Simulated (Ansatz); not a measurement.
Species: CHBO, SMILES `B1=CO1` (charge 0, multiplicity 1), formula CHBO.

Q: How many basis functions does frozen-core CCSD(T)/cc-pVTZ // B3LYP-D3(BJ)/def2-TZVP (Ansatz, an electronic-structure program) use, how many core orbitals are frozen, and how many electrons are correlated?

A: 104 basis functions and 3 frozen orbitals, which leaves 14 correlated electrons. Core time is of the order of seconds.
